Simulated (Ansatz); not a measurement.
Job for Ansatz (a program for electronic structure): SC-NEVPT2 on SA-CASSCF(2,2)/cc-pV(Q+d)Z on FHSi (SMILES F[SiH]), 2S+1 = 3, a spin state set in the input, which need not be the lowest. Files ending in .json are basis or fitting sets from the Basis Set Exchange.

Ansatz 0.2 input:
```yaml
crystal:
  periodic: [false, false, false]
  atoms:
    - {symbol: F, position_ang: [0.84410367, -0.57544554, 0.00000000]}
    - {symbol: Si, position_ang: [-0.43484578, 0.41864886, 0.00000000]}
    - {symbol: H, position_ang: [-1.50909220, -0.68207419, 0.00000000]}
basis:
  gaussian:
    orbitals: cc-pV_Q+d_Z.json
magnetization: {spin_polarized: false, initial_magnetization: 2}
correlation: {method: sc_nevpt2, electrons: outside_noble_gas, active_space: {window: {electrons: 2, orbitals: 2}, states: [{multiplicity: 1, weights: [1]}, {multiplicity: 3, weights: [1]}]}}
output: {orbitals: {seedname: ./end}}
```

Program output:

```
WARN ansatz: RAYON_NUM_THREADS=2 ignored (pool sized by the plan → 2); use --threads N
Functional definition: HF
integrals: 0.21 GiB planned
1804 factors; integrals over basis functions are off by at most 1.3e-7 eV
mean field: 0.55 GiB planned
mean field evaluation 1: about -10582.6510 eV, gradient 2.6e1 eV
mean field evaluation 2: about -10582.6525 eV, gradient 2.6e1 eV
mean field evaluation 4: about -10584.4957 eV, gradient 2.3e0 eV
mean field evaluation 8: about -10584.6160 eV, gradient 4.5e-3 eV
mean field -10584.61595792 eV, -388.9774619431 hartree, gradient 1.3e-6 eV, S^2 2.000000; 0 other end points of the search recorded, 0 dependent functions left out
reference -10584.61595792 eV, -388.9774619431 hartree; 13, 11 occupied and 136, 138 virtual orbitals, 1804 factors
configuration interaction: 0.37 GiB planned
configuration interaction: 0.00 GiB planned
state -10586.19408972 eV, -389.0354572171 hartree
state -10586.19408972 eV, -389.0354572171 hartree; corrected -10596.33195817 eV, -389.4080170109 hartree
configuration interaction: 0.00 GiB planned
configuration interaction: 0.00 GiB planned
state -10584.53330618 eV, -388.9744245479 hartree
state -10584.53330618 eV, -388.9744245479 hartree; corrected -10594.41343314 eV, -389.3375125164 hartree
Total energy: -10595.37269565 eV, -389.3727647637 hartree
```

Self-consistency was reached. The last total energy is the mean of the averaged states.

Cost: roughly 12 core-seconds.
